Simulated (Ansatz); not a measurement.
Consider the formal exchange of groups at a B–S bond: `OBSCO` + `C=CF` → `C=C(F)BO` + `OCS`.

Calculated with Ansatz (gas phase, PBE0-D4/def2-TZVP geometries, no zero-point term in ΔE). CCSD(T)/CBS adds triple-zeta CCSD(T) − MP2 to the extrapolated MP2 energy (def2 sets, frozen cores). Functionals use def2-TZVPP. B3LYP here is the variant with VWN-RPA as its local correlation; programs differ in this. Each species was taken in one conformer, which may not be the lowest.

(1) Is it downhill or uphill in electronic energy at CCSD(T)/CBS, and by how much? (Estimate.)

(2) What do these levels give: PBE-D4, r2SCAN-D4, PBE0-D4, B3LYP-D4, ωB97X-V, B2PLYP, PBE, PBE0, MP2/def2-QZVPP, SCS-MP2/def2-QZVPP, HF/CBS(def2), CCSD/CBS(def2)? (Estimate.)

Largest T1 diagnostic among the species: 0.014.

Results:

(1) The calculation gave: Uphill: ΔE = +54.8 kJ/mol.

(2) Ansatz gave: PBE-D4 59.4, r2SCAN-D4 59.4, PBE0-D4 58.8, B3LYP-D4 54.8, ωB97X-V 54.6, B2PLYP 54.7, PBE 57.8, PBE0 57.3, MP2/def2-QZVPP 59.4, SCS-MP2/def2-QZVPP 55.5, HF/CBS(def2) 48.8, CCSD/CBS(def2) 52.7 kJ/mol.

In def2-TZVPP, CCSD(T) changes the Hartree–Fock value by +5.6 kJ/mol (the triples alone add +2.0 kJ/mol) and MP2 by +10.3 kJ/mol.
